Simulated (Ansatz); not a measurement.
A thermochemical cycle in electronic energies (no zero-point or thermal terms), species as SMILES, kcal/mol. Each molecule is optimised on its own at B3LYP-D3(BJ)/def2-TZVP (Ansatz, a program for electronic structure). Cores are frozen in the correlated levels unless marked. Open shells are spin-unrestricted. Spin-orbit coupling is left out. No relativistic terms. CBS(X,Y): correlation extrapolated as X^-3; Hartree-Fock from the larger set. The bracket is a focal-point correction in the basis named. Anions need diffuse functions, of which def2-TZVPD holds fewer than the aug- sets.

| step | RI-MP2/CBS(aug-cc-pV(T+d)Z,aug-cc-pV(Q+d)Z)+[CCSD(T)-MP2]/aug-cc-pV(T+d)Z (Ansatz) | wB97M-V/def2-TZVPD (Ansatz) |
|---|---|---|
| electron affinity EA, positive where the anion is bound: [SiH3] (SiH3) + e- → [SiH3-] | 31.5 | 30.7 |
| deprotonation energy A: [SiH4] (SiH4) -> [SiH3-] + H+ | 379.3 | 376.4 |
| ionisation of the H atom at the same level, IE | 313.7 | 310.1 |

Task: Find the bond energy D: [SiH4] (SiH4) -> [SiH3] (SiH3) + H atom.

Result: Breaking the bond, ionising the H atom and attaching the electron to the radical add up to the deprotonation, A = D + IE - EA. At RI-MP2/CBS(aug-cc-pV(T+d)Z,aug-cc-pV(Q+d)Z)+[CCSD(T)-MP2]/aug-cc-pV(T+d)Z: D = A - IE + EA = 379.3 - 313.7 + 31.5 = 97.1. At wB97M-V/def2-TZVPD: D = A - IE + EA = 376.4 - 310.1 + 30.7 = 97.0. The functional differs from the first level by -0.1 in D, -0.8 in EA and -2.9 in A; for EA and A the gap mixes functional and basis.
